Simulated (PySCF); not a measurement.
**Mercury: a sound run and one with changed settings**

Sound run: Hg⁺ [Xe] 4f14 5d10 6s1, Hg²⁺ [Xe] 4f14 5d10. Calculation: PySCF 2.14, in def2-SVP with the def2 core potential (60 electrons) (6s3p2d1f, 32 functions); a scalar-relativistic core potential. The sound run starts from symmetry-adapted Hartree-Fock orbitals and uses a fine grid where one is needed.

Changed run: radial step 0.8 in ln r (0.13 in the sound run). This setting is unsound on purpose.

| species | method | sound run (hartree) | changed run (hartree) | converged |
| --- | --- | --- | --- | --- |
| Hg⁺ | UHF | -152.23766 | -152.23766 | yes |
| Hg⁺ | M06-L | -153.24241 | -154.84918 | yes |
| Hg⁺ | LDA | -152.89752 | -154.28025 | yes |
| Hg²⁺ | UHF | -151.60704 | -151.60704 | yes |
| Hg²⁺ | M06-L | -152.56822 | -154.13214 | yes |
| Hg²⁺ | LDA | -152.17665 | -153.56786 | yes |

Ionisation energy of Hg⁺:

```tsv
method	sound run (eV)	changed run (eV)
UHF	17.160	17.160
M06-L	18.346	19.512
LDA	19.616	19.385
```

A coarse radial grid mis-integrates the density and the exchange-correlation energy, with errors of either sign; Hartree-Fock needs no grid.

For comparison, NIST gives 18.757 eV between the lowest levels.
